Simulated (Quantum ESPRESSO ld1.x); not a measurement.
Task: Species: K13+. Configuration: [He] 2s2 2p2. All-electron calculation, non-relativistic Kohn-Sham, BLYP, spin-unpolarised, spherical densities, point nucleus. Program: ld1.x of Quantum ESPRESSO 7.5. Some entries of the table are withheld. Estimate them.

orbital,occ.,eigenvalue (hartree),r(max) (bohr),<r^2> (bohr^2)
1s,2,-149.776,0.05344,0.008837
2s,2,(1),(2),0.1482
2p,2,-27.3674,(3),(4)

Result: 
(1) 2s eigenvalue (hartree): -29.2279
(2) 2s r(max) (bohr): 0.3025
(3) 2p r(max) (bohr): 0.2422
(4) 2p <r^2> (bohr^2): 0.1158
